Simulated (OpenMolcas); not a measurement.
F VI: effect of the active space

```
Program             : OpenMolcas
Method              : CASSCF or its RAS form
Basis               : ANO-RCC-VQZP
Scalar Hamiltonian  : DKH2, point nucleus
Spin-orbit coupling : RASSI with atomic mean-field integrals over the reference wave functions, term energies averaged over their components
```

A. 2 electrons in 4 orbitals (2s 2p); 2S+1 = 3 even, 3 roots; 2S+1 = 1 even, 7 roots (6 in the spin-orbit step); 2S+1 = 3 odd, 3 roots; 2S+1 = 1 odd, 3 roots; cost of the order of 9 core-seconds
B. 2 electrons in 8 orbitals (2s 2p 3s 3p); 2S+1 = 3 even, 3 roots; 2S+1 = 1 even, 6 roots; 2S+1 = 3 odd, 3 roots; 2S+1 = 1 odd, 3 roots; cost of the order of 14 core-seconds
C. 2 electrons in 9 orbitals (RAS2 2s 2p; RAS3 3d, at most 2 electrons); 2S+1 = 3 even, 3 roots; 2S+1 = 1 even, 7 roots (6 in the spin-orbit step); 2S+1 = 3 odd, 3 roots; 2S+1 = 1 odd, 3 roots; cost of the order of 15 core-seconds

Energies in cm⁻¹ above 2s² ¹S₀, the measured ground level; measured values from Moore, Atomic Energy Levels, vol. I, NSRDS-NBS 35 (1971 reprint of NBS Circular 467, 1949).

| Level | A | B | C | Measured |
| --- | --- | --- | --- | --- |
| 2s² ¹S₀ | 0.0 | 0.0 | 0.0 | 0.0 |
| 2s 2p ³P°₀ | 97542 | 97641 | 96645 |  |
| 2s 2p ³P°₁ | 97822 | 97920 | 96924 | 96861 |
| 2s 2p ³P°₂ | 98386 | 98484 | 97487 | 97437 |
| 2s 2p ¹P°₁ | 199124 | 198434 | 190147 |  |
| 2p² ³P₀ | 254002 | 253847 | 253028 |  |
| 2p² ³P₁ | 254279 | 254125 | 253305 | 251635 |
| 2p² ³P₂ | 254828 | 254674 | 253854 | 252145 |

Deviations, from unrounded energies. A percentage is the sum of absolute deviations over the sum of measured energies, with the sign that they share, or ± where signs differ.

```
           Against measurement  Levels     A     B     C
mean absolute deviation (cm-1)       4  1800  1800   870
      other configurations (%)       4  +1.0  +1.0  +0.5
```

C lies closest to measurement on these levels and A furthest from it. The largest miss of C in the table is 2p² ³P₂, by +1700 cm-1. The ranking rests on the paired levels alone, and a cruder setting can come out closer through cancelling errors.

Among A to C the level of the table that moves most is 2s 2p ¹P°₁, by 9000 cm-1 (lowest in C, highest in A).

Active for correlation alone: 3p 3s; no level in the range computed is led by a configuration that fills them, so any true level of that kind is missing (holds for B). Active for correlation alone: 3d; no level in the range computed is led by a configuration that fills it, so any true level of that kind is missing (holds for C). Computed and measured levels are paired by configuration, term and J; levels that our copy of the source lacks, or whose pairing is in doubt (as where it misses far off the trend of its configuration), stay unpaired and out of the deviations. Levels of configurations outside the active space are missing. The table leaves out levels that lie high or whose names do not pair safely across all columns.

° marks odd parity.
